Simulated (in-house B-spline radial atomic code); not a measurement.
# Au VII (Au6+): [Xe] 4f14 5d5

Level of theory: Dirac-Kohn-Sham AM05, spherical fractional occupations, Fermi nucleus of rms radius 5.4371 fm; calculated with an all-electron radial atomic-structure program (B-spline basis).

Effective charges: Z_r = [3n² - l(l+1)]/(2<r>) from the radius, Z_e = n√(-2ε) from the energy, and Slater's rules. Values are occupation-weighted means over j. An effective charge above Z reflects the relativistic contraction of the inner shells.

```
shell  electrons   ε (eV)  <r> (bohr)    Z_r    Z_e  Slater
   1s          2   -80639     0.01688  88.86  76.99   78.70
   2s          2   -14293      0.0705  85.10  64.82   74.85
   2p          6   -12495      0.0637  78.49  60.61   74.85
   3s          2  -3441.1      0.1834  73.60  47.71   67.75
   3p          6    -2911      0.1841  67.89  43.88   67.75
   3d         10  -2289.2      0.1677  62.60  38.91   57.85
   4s          2  -815.76      0.4071  58.95  30.97   51.25
   4p          6  -639.71      0.4322  53.22  27.43   51.25
   4d         10  -413.83      0.4585  45.80  22.06   39.85
   5s          2  -194.97       0.914  41.03  18.93   21.35
   4f         14  -169.83      0.4968  36.23  14.13   28.45
   5p          6  -146.14       1.033  35.34  16.39   21.35
   5d          5  -86.294       1.299  26.56  12.59    9.60
```

The least bound orbital is 5d5/2 at -85.36 eV, and it is also the most diffuse (<r> = 1.311 bohr).

Spin-orbit splittings of the orbital energies (j = l + 1/2 above j = l - 1/2 when positive): 2p 1833 eV, 3p 404.5 eV, 3d 87.03 eV, 4p 97.25 eV, 4d 18.13 eV, 4f 3.836 eV, 5p 17.76 eV, 5d 2.325 eV.

For the 1s electron the small component carries 8.99 % of the norm, the zero-frequency Breit interaction raises the level by 302.6 eV, self-energy by 193.5 eV, and vacuum polarisation lowers it by 39.45 eV.
